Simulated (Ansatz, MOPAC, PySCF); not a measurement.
Species: TlI, charge 0, multiplicity 1. SMILES: [I][Tl]
Structure (B3LYP-D3(BJ)/def2-TZVP (Ansatz, a quantum-chemistry and plane-wave program) minimum search):
```xyz
2

Tl     0.0000     0.0000    -1.1376
I      0.0000     0.0000     1.7386
```
Charge 0, spin multiplicity 1.

Wanted: size of the dipole moment, in D. Terms: PM7 with its own dispersion and hydrogen-bond terms; LANL2DZ with its own core potentials from Na on; spin-orbit terms left out; def2 sets with scalar-relativistic core potentials past Kr. First-principles rows: single points at B3LYP-D3(BJ) geometries (Ansatz). Semi-empirical rows: dipoles at the shared geometry.

```
level          program  size of the dipole moment (D)
-------------  -------  -----------------------------
AM1              MOPAC                           7.26
PM6              MOPAC                           4.78
PM7              MOPAC                           5.93
SVWN5/LANL2DZ   Ansatz                           5.70
BP86/def2-SVP    PySCF                           4.24
PBE0/LANL2DZ    Ansatz                           6.24
```

No value to compare with is used here. The 6 habitual levels span 4.24 (BP86/def2-SVP) to 7.26 D (AM1).

The levels are drawn from those run, B3LYP/6-31G* more often than the rest, none by its result; runs whose electronic state is in doubt are left out.
